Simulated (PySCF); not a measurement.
Input file for PySCF: R-B3LYP/6-311+G** on C2H6S (a complex).

```python
from pyscf import gto, scf, dft, mp
from pyscf.data.elements import chemcore

mol = gto.M(
    atom='''
    C    -0.17321058   -0.67326616    0.00477811
    C    -0.05183494    0.63968581    0.14238068
    H    -1.13728974   -1.16475925    0.05475433
    H     0.68644867   -1.31057225   -0.16351888
    H     0.91217264    1.13126436    0.09237300
    H    -0.91156271    1.27696807    0.31066209
    S     0.45340641   -0.45970462    3.97122306
    H     0.26587498   -0.31316285    2.64742752
    H    -0.85976924   -0.35852233    4.23113249
    ''',
    basis='6-311+g**',
    charge=0, spin=0, verbose=3, max_memory=1800)
mf = dft.RKS(mol, xc='b3lyp')
mf.conv_tol = 1e-8
mf.max_cycle = 100
mf.kernel()
if not mf.converged:
    mf = mf.newton().run(mf.mo_coeff, mf.mo_occ)
```

Problem. What total energy does the run end on?

Solution. -478.0391 hartree.
